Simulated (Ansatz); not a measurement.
Start from `[NH2][Zn][Br]` and change one atom or group to get `[Cl][Zn][Br]`.

Ansatz, PBE0-D4/def2-TZVP geometries, multiplicity 1. Each molecule was computed in one conformer, which needn't be the lowest.

Scalar relativity is left out up to krypton.

```csv
property,`[NH2][Zn][Br]`
LUMO energy (PBE0/def2-TZVPP) / eV,-0.98
HOMO energy (ωB97M-V/def2-TZVPP) / eV,-9.71
zero-point energy (PBE0-D4/def2-TZVP) / kJ/mol,67.1
HOMO–LUMO gap (PBE/def2-TZVPP) / eV,4.16
size of the dipole moment (B3LYP/def2-TZVPP) / D,2.16
size of the dipole moment (ωB97M-V/def2-TZVPP) / D,2.19
```

Problem. What does the change do to each property? (Best estimate.)

Solution. The calculation gave: 
```csv
property,`[Cl][Zn][Br]`,shift
LUMO energy (PBE0/def2-TZVPP) / eV,-1.71,-0.73
HOMO energy (ωB97M-V/def2-TZVPP) / eV,-10.95,-1.24
zero-point energy (PBE0-D4/def2-TZVP) / kJ/mol,5.6,-61.5
HOMO–LUMO gap (PBE/def2-TZVPP) / eV,4.84,0.68
size of the dipole moment (B3LYP/def2-TZVPP) / D,0.29,-1.87
size of the dipole moment (ωB97M-V/def2-TZVPP) / D,0.24,-1.95
```

With PBE0 the HOMO falls by 1.39 eV and the LUMO falls by 0.73 eV, so the gap widens by about 0.66 eV. PBE moves the HOMO by -1.45 eV and ωB97M-V by -1.24 eV. The zero-point energy changes by -61.5 kJ/mol with -5 modes. Dipoles are sizes alone; their direction can turn.

B3LYP here is the variant with VWN-RPA as its local correlation; programs differ in this.

Spin–orbit coupling is left out; it splits and shifts lone-pair levels of the heavy atoms by tenths of an eV.
